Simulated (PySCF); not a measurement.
Se(F)(OMe) (CH₃FOSe), SMILES O(C)[Se]F. Coordinates come from a PBE0-D3(BJ)/def2-SVP optimisation. The values are those of a single conformer.

Computed equilibrium geometry at PBE0-D3(BJ)/def2-SVP (PySCF confirms it by a frequency run) as Cartesian coordinates in Å (one conformer of several):
```xyz
7

Se     0.0038     0.3875     0.5493
F     -1.6763     0.1210     0.0654
O      0.7740    -0.9330    -0.3294
C      0.9555    -0.7641    -1.7258
H      1.4502     0.1928    -1.9610
H      1.5904    -1.5972    -2.0596
H     -0.0091    -0.8112    -2.2554
```
Charge 0, spin multiplicity 1.
